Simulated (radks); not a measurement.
Task: The mean radii <r> (bohr) of the occupied orbitals of an atom or ion are listed with their occupations. Method: scalar-relativistic Kohn-Sham, LB94 model potential, spin-polarised, spherical densities, finite nucleus; Fermi nuclear charge, rms radius of each element as measured or else 0.836 A^(1/3) + 0.57 fm; computed with a radial shooting solver on a logarithmic mesh with Libxc functionals.

| orbital | occ. | <r> |
|---|---|---|
| 1s down | 1 | 0.02315 |
| 1s up | 1 | 0.02315 |
| 2s down | 1 | 0.09798 |
| 2s up | 1 | 0.09804 |
| 2p down | 3 | 0.08612 |
| 2p up | 3 | 0.08617 |
| 3s up | 1 | 0.2439 |
| 3s down | 1 | 0.2442 |
| 3p up | 3 | 0.2385 |
| 3p down | 3 | 0.2388 |
| 3d up | 2 | 0.2112 |

Name the element and its charge. Open shells, if any, are filled with parallel spins first.

Result: Z = 61, promethium, charge +41: Pm41+ in [Ar] 3d2. The 1s radius gives Z: for a bare nucleus <r> = (2 gamma + 1)/(2Z) with gamma = sqrt(1 - (Z/c)^2), 0.02288 bohr for Z = 61, and screening makes it slightly larger (0.02315 here). The occupations add up to 20, and the charge is Z minus that.
